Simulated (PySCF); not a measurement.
Vertical excitations of a molecule C2H7NSi2 from TDA-PBE/def2-SVPD in PySCF, as energy in eV (oscillator strength): 4.20 (0.005), 5.15 (0.001), 5.24 (0.011), 5.50 (0.022), 5.74 (0.009), 6.09 (0.001), 6.13 (0.020), 6.21 (0.043), 6.26 (0.046), 6.39 (0.007). Lowest triplet (TDA): 3.92 eV. Geometry optimised at PBE0-D3(BJ)/def2-SVP. One conformer was computed; it need not be the lowest.

Task: Pick the molecule that these values belong to.
A. N[Si@@H]1C=C[SiH2]1
B. C#C[Si@@H](N)[SiH3]
C. [SiH3]C1=N[SiH2]C1
D. C=C1[SiH2]N[SiH2]1

Result: A, N[Si@@H]1C=C[SiH2]1
